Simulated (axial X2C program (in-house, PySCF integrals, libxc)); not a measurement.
## RuO: nuclear properties from DFT to coupled cluster

Calculated with an axial X2C code built on PySCF integrals: two-component X2C with atomic mean-field Coulomb and Gaunt terms, Gaussian nuclei, basis Ru dyall-acv3z, O dyall-av3z with contracted cores.

R = 1.697 Å (near the PBE0 minimum at charge 0 of the determinant lowest at the starting distance; the state shown can have its own minimum elsewhere); state Ω = 4 (⟨Sz⟩ = 2.00, ⟨Lz⟩ = 2.00 at PBE0).

```
level  Eeff magnitude (GV/cm)  Ws magnitude Ru (kHz)  A∥/gI Ru (MHz)  qzz Ru (a.u.)  A∥/gI O (MHz)  μ (D)
 PBE0                    2.81                  0.244             826           1.82          -8.99  -3.78
   HF                     4.8                  0.728             690           1.97          -13.1  -2.80
B3LYP                    2.57                  0.217             834           1.75          -8.07  -3.67
```

Eeff is the effective electric field on the electron electric dipole moment in this Ω state and Ws the scalar–pseudoscalar constant of the nucleus named (defined with the proton number Z and per Ω); A∥ (defined per Ω) follows by multiplying with gI = μI/(I μN); qzz is the electric field gradient, eQq0 = 234.96 MHz × Q/barn × qzz; μ is positive if the O end (last atom) is positive. The operators were transformed with the bare-nucleus X2C matrices; with these basis sets, hyperfine constants and field gradients can be off by tens of per cent, and where levels differ in sign neither size nor sign is settled.

Finite-field MP2, CCSD and CCSD(T), with 22 electrons correlated in 130 natural virtual spinors (MP2 remainder added):

| level | Eeff magnitude (GV/cm) | Ws magnitude Ru (kHz) | A∥/gI Ru (MHz) | qzz Ru (a.u.) | A∥/gI O (MHz) | μ (D) |
| --- | --- | --- | --- | --- | --- | --- |
| MP2 | 15.7 | 1.88 | 1340 | 7.75 | 1.07 | -10.73 |
| CCSD | 3.66 | 0.336 | 893 | 2.81 | -4.63 | -4.64 |
| CCSD(T) | 4.24 | 0.416 | 897 | 2.73 | -5.17 | -4.49 |

T1 = 0.071 (Lee–Taylor), a sign of multireference character. One unrestricted determinant, the lowest of a limited PBE0 search, is the reference; the functionals treat spin collinearly. With several open shells it need not be a pure state. The sign of Eeff is opposite to CCSD(T) at HF. Eeff spreads by more than a factor of two over the levels. Correlation of the inner shells is missing, which matters for properties at the nucleus. Number of frozen shells: Ru 3 s, 2 p, 1 d; O 1 s.

Problem. By how much does correlation change each value, CCSD(T) against HF?

Solution. A∥/gI Ru 30 %; qzz Ru 39 %; A∥/gI O -61 %; μ 60 %.
